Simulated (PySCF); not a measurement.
Choosing a molecule for a target property.

Species are written as SMILES; each is one conformer at its optimised geometry, gas phase, non-relativistic unless stated; the electronic structure was computed with PySCF and density fitting.

The conformers computed, where there is a choice (atom-mapped SMILES and torsion angles):
- `[PH2:1][SiH2:2][c:3]1[cH:4][cH:5][cH:6][s:7]1`: P1–Si2–C3–C4 92°, H–P1–Si2–C3 46°, H–P1–Si2–C3 -47°
- `[CH3:1][CH2:2][CH2:3][CH:4]([CH3:5])[CH3:6]`: C1–C2–C3–C4 -174°, C2–C3–C4–C5 174°
- `[CH3:1][Si@H:2]([OH:3])/[CH:4]=[CH:5]/[SiH3:6]`: C1–Si2–C4–C5 111°, H–O3–Si2–C1 -174°
- `[CH3:1][C@@H:2]([C:3]#[N:4])[S:5]/[CH:6]=[CH:7]/[F:8]`: C1–C2–S5–C6 -64°, C2–S5–C6–C7 -17°

The conformers of `F[C@@H]1C[C@@H](F)SCS1` aren't listed.

(1) Wanted: smallest rotational constant above 1 GHz (GFN2-xTB) and HOMO energy below -7.6 eV (PBE0/def2-SVPD), at GFN2-xTB geometries. Which candidate meets both?
A. `CC1C(F)(F)COC=1`
B. `O[Si@H](/C=C/[SiH3])C`
C. `CCC#CC(=S)C#N`
D. `P[SiH2]c1cccs1`
E. `CCCC(C)C`

(2) Wanted: lowest singlet excitation between 5.1 eV and 6 eV (TDDFT PBE0/def2-SVPD) and lowest triplet excitation (Tamm–Dancoff) below 4.3 eV (TDA PBE0/def2-SVPD), at GFN2-xTB geometries. Which candidate meets both?
A. `P[SiH2]c1cccs1`
B. `CC1=COCC1(F)F`
C. `CCCC(C)C`
D. `C[C@@H](C#N)S/C=C/F`
E. `F[C@@H]1C[C@@H](F)SCS1`
F. `CCC#CC(=S)C#N`

(3) Wanted: electronic spatial extent ⟨r²⟩ about the centre of nuclear charge below 1300 bohr² (PBE0/def2-SVPD) and dipole moment below 1 D (PBE0/def2-SVPD), at GFN2-xTB geometries. Which candidate meets both?
A. `CCCC(C)C`
B. `C[Si@H](O)/C=C/[SiH3]`
C. `C[C@@H](C#N)S/C=C/F`
D. `CC1=COCC1(F)F`
E. `C(CC)#CC(C#N)=S`

(4) Wanted: HOMO–LUMO gap below 5 eV (PBE0/def2-SVPD) and static isotropic polarisability above 85 au (PBE0/def2-SVPD), at GFN2-xTB geometries. Which candidate meets both?
A. `S1[C@H](F)C[C@H](SC1)F`
B. `C[C@@H](C#N)S/C=C/F`
C. `C[Si@H](O)/C=C/[SiH3]`
D. `CC1=COCC1(F)F`
E. `CCCC(C)C`
F. `P[SiH2]c1cccs1`
G. `CCC#CC(=S)C#N`

Answers

(1) E. Computed values:
```
              species  smallest rotational constant  HOMO energy
        CCC#CC(=S)C#N                     0.651 GHz     -7.28 eV
       P[SiH2]c1cccs1                     0.755 GHz     -6.80 eV
O[Si@H](/C=C/[SiH3])C                     0.807 GHz     -7.91 eV
             CCCC(C)C                     1.492 GHz     -8.65 eV
      CC1C(F)(F)COC=1                     1.579 GHz     -6.97 eV
```

(2) A. Computed values:
```csv
species,lowest singlet excitation,lowest triplet excitation (Tamm–Dancoff)
CCC#CC(=S)C#N,1.78 eV,1.28 eV
C[C@@H](C#N)S/C=C/F,4.78 eV,3.72 eV
F[C@@H]1C[C@@H](F)SCS1,5.04 eV,4.53 eV
P[SiH2]c1cccs1,5.17 eV,3.61 eV
CC1=COCC1(F)F,6.27 eV,4.08 eV
CCCC(C)C,8.36 eV,8.23 eV
```

(3) A. Computed values:
| species | electronic spatial extent ⟨r²⟩ about the centre of nuclear charge | dipole moment |
| --- | --- | --- |
| CC1=COCC1(F)F | 821 bohr² | 1.61 D |
| CCCC(C)C | 890 bohr² | 0.13 D |
| C[C@@H](C#N)S/C=C/F | 1201 bohr² | 3.84 D |
| C[Si@H](O)/C=C/[SiH3] | 1459 bohr² | 0.58 D |
| C(CC)#CC(C#N)=S | 1651 bohr² | 5.48 D |

(4) G. Computed values:
```csv
species,HOMO–LUMO gap,static isotropic polarisability
CCC#CC(=S)C#N,3.41 eV,106.3 au
P[SiH2]c1cccs1,5.87 eV,117.8 au
C[C@@H](C#N)S/C=C/F,6.07 eV,83.0 au
S1[C@H](F)C[C@H](SC1)F,6.51 eV,86.8 au
CC1=COCC1(F)F,6.96 eV,61.9 au
C[Si@H](O)/C=C/[SiH3],7.10 eV,96.6 au
CCCC(C)C,9.48 eV,75.1 au
```
